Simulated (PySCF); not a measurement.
BrHSn, neutral, multiplicity 1. Atoms are numbered in the order given.

```xyz
3

Sn     0.0364     1.0252     0.0000
H     -1.7363     1.1450     0.0000
Br    -0.0024    -1.4973     0.0000
```
Charge 0, spin multiplicity 1.

Coordinates come from a PBE0-D3(BJ)/def2-TZVP optimisation. The def2 effective core potentials stand for the cores of Sn; spin–orbit coupling is left out.

Calculation: PBE0-D3(BJ)/def2-TZVP (PySCF).

Frequencies are harmonic and unscaled.

Q: Give all harmonic wavenumbers and intensities. (An estimate is asked for; the answer gives what the named calculation found.)

A: 
```tsv
mode	ν (cm⁻¹)	IR (km/mol)	moving atoms (share of kinetic energy)
1	242	33.2	Br 60 %, Sn 40 %
2	576	31.0	H 98 %
3	1722	401.7	H 99 %
```
